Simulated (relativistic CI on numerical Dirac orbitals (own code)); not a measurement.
**Level scheme of C I**

Method of calculation: Dirac-Coulomb-Breit CI, separate exchange-only KLI orbitals for each configuration, model QED, valence Slater integrals scaled by 0.85, configuration energies shifted to the measured levels that pair with them (semi-empirical) (own radial code, finite nucleus).

CI space (outside the closed core 1s2): 2s2 2p2, 2s 2p3, 2s2 2p 3s, 2s2 2p 3p, 2s2 2p 3d, 2s2 2p 4s, 2p4, 2s2 2p 4p, 2s2 2p 4d, 2s2 2p 4f, 2s2 3s2, 2s2 3s 3p, 2s2 3s 3d. Levels of other configurations are missing.

The lowest level is 2s2 2p2 3P_0, with 98 % of that term; Hund's rules for 2s2 2p2 give 3P with J = 0, in agreement.

```csv
No.,Configuration,Term,J,E (cm⁻¹),%,Lifetime (s),jj configuration (%)
1,2s2 2p2,3P,0,0.0,98,,2p1/2^2 (66)
2,2s2 2p2,3P,1,14.9,98,1.68e+07,2p1/2 2p3/2 (98)
3,2s2 2p2,3P,2,38.9,98,5.39e+06,2p3/2^2 (65)
4,2s2 2p2,1D,2,10584.9,98,3.88e+03,2p1/2 2p3/2 (65)
5,2s2 2p2,1S,0,18222.9,94,1.15e+01,2p3/2^2 (63)
6,2s 2p3,5S°,2,28996.8,100,6.19e-02,2s 2p1/2 2p3/2^2 (56)
7,2s2 2p 3s,3P°,0,60333.2,99,3.82e-09,2p1/2 3s (99)
8,2s2 2p 3s,3P°,1,60352.9,99,3.82e-09,2p1/2 3s (68)
9,2s2 2p 3s,3P°,2,60394.4,99,3.81e-09,2p3/2 3s (99)
10,2s2 2p 3s,1P°,1,61784.1,100,2.72e-09,2p3/2 3s (68)
11,2s 2p3,3D°,3,65269.0,96,3.63e-09,2s 2p1/2 2p3/2^2 (96)
12,2s 2p3,3D°,1,65272.3,96,3.62e-09,2s 2p1/2 2p3/2^2 (43)
13,2s 2p3,3D°,2,65272.9,96,3.62e-09,2s 2p1/2 2p3/2^2 (64)
14,2s2 2p 3p,1P,1,69345.9,99,7.59e-08,2p3/2 3p3/2 (52)
15,2s2 2p 3p,3D,1,69870.0,100,4.37e-08,2p1/2 3p1/2 (71)
16,2s2 2p 3p,3D,2,69891.2,100,4.37e-08,2p1/2 3p3/2 (51)
17,2s2 2p 3p,3D,3,69925.2,100,4.37e-08,2p3/2 3p3/2 (100)
18,2s2 2p 3p,3S,1,70717.8,100,3.69e-08,2p3/2 3p3/2 (38)
19,2s2 2p 3p,3P,0,71351.4,100,2.71e-08,2p1/2 3p1/2 (68)
20,2s2 2p 3p,3P,1,71364.4,100,2.71e-08,2p3/2 3p1/2 (53)
21,2s2 2p 3p,3P,2,71385.9,100,2.70e-08,2p3/2 3p3/2 (65)
22,2s2 2p 3p,1D,2,72202.5,99,3.19e-08,2p3/2 3p3/2 (35)
23,2s2 2p 3p,1S,0,73738.7,94,2.56e-08,2p3/2 3p3/2 (64)
24,2s 2p3,3P°,2,75249.5,73,2.04e-09,2s 2p3/2^3 (37)
25,2s 2p3,3P°,1,75251.8,73,2.03e-09,2s 2p1/2 2p3/2^2 (49)
26,2s 2p3,3P°,0,75255.2,73,2.02e-09,2s 2p1/2 2p3/2^2 (73)
27,2s2 2p 3d,1D°,2,77724.4,99,2.09e-08,2p3/2 3d5/2 (44)
28,2s2 2p 4s,3P°,0,78100.9,89,7.39e-09,2p1/2 4s (89)
29,2s2 2p 4s,3P°,1,78116.9,89,7.22e-09,2p1/2 4s (65)
30,2s2 2p 3d,3F°,2,78152.4,82,1.98e-08,2p1/2 3d3/2 (57)
31,2s2 2p 4s,3P°,2,78154.2,73,8.06e-09,2p3/2 4s (73)
32,2s2 2p 3d,3F°,3,78171.0,99,3.33e-08,2p1/2 3d5/2 (53)
33,2s2 2p 3d,3F°,4,78201.8,100,3.52e-08,2p3/2 3d5/2 (100)
34,2s2 2p 3d,1P°,1,78425.6,48,1.13e-08,2p3/2 4s (33)
35,2s2 2p 3d,3D°,1,78509.2,91,3.66e-09,2p3/2 3d3/2 (40)
36,2s2 2p 3d,3D°,2,78513.7,96,3.53e-09,2p3/2 3d3/2 (55)
37,2s2 2p 3d,3D°,3,78520.1,89,3.60e-09,2p3/2 3d5/2 (45)
38,2s2 2p 3d,1F°,3,78581.4,92,4.54e-09,2p3/2 3d5/2 (51)
39,2s2 2p 3d,1P°,1,78776.7,50,3.48e-09,2p3/2 4s (35)
40,2s2 2p 3d,3P°,2,79537.3,66,2.69e-09,2p1/2 3d5/2 (30)
41,2s2 2p 3d,3P°,1,79547.4,67,2.66e-09,2p3/2 3d3/2 (37)
42,2s2 2p 3d,3P°,0,79552.9,67,2.64e-09,2p3/2 3d3/2 (67)
43,2s2 2p 4p‡,1P,1,81195.5,96,,2p3/2 4p3/2 (42)
44,2s2 2p 4p‡,3D,1,81303.9,96,,2p1/2 4p1/2 (57)
45,2s2 2p 4p‡,3D,2,81321.1,100,,2p1/2 4p3/2 (54)
```

Energies count from the lowest computed level; ° marks odd parity; lifetimes are radiative, by E1, M1, E2, M2, E3 decay to levels of this space only; some are left blank where a channel outside the calculation adds to the decay or the decay crosses a small, uncertain gap. Filled j subshells are mostly left out of the jj labels. ‡ marks configurations that were not tied to measured data.

The mean weight of the leading LS term, summed over parents, in these 45 levels is 90 %, and that of the leading jj configuration (from the same eigenvectors) 61 %, so LS coupling describes them better.

Configurations whose levels could be paired with our table of measured levels were shifted onto them, all but the ground configuration, by the median error of their levels; single terms can still be off by 1,000 to 2,000 cm⁻¹ or more, and rates follow the energies as ν³ (E1, M1) or ν⁵ (E2). The others borrow a shift and can be off by several thousand cm⁻¹ or more. The fine structure of a lone outer electron comes out too small, for d and f at times inverted, and misplaced configurations move strength between like terms. 35 of the 36 excited levels that our extract of the measured tables holds in this range could be paired (the sources list more); they are missed by 424 cm⁻¹ on average and 4738 at most, after the shifts were fitted to these levels, and levels without a partner can miss by more.

Landé's interval rule says that E(J) − E(J−1) = AJ with one A. For the ground term the intervals give A = 14.9, 12.0 cm⁻¹ for J = 1, 2; the multiplet is regular.

LS names give the leading component of a level, which can be under half, so a name can repeat, a term be missing and a line seem to break the LS rules.
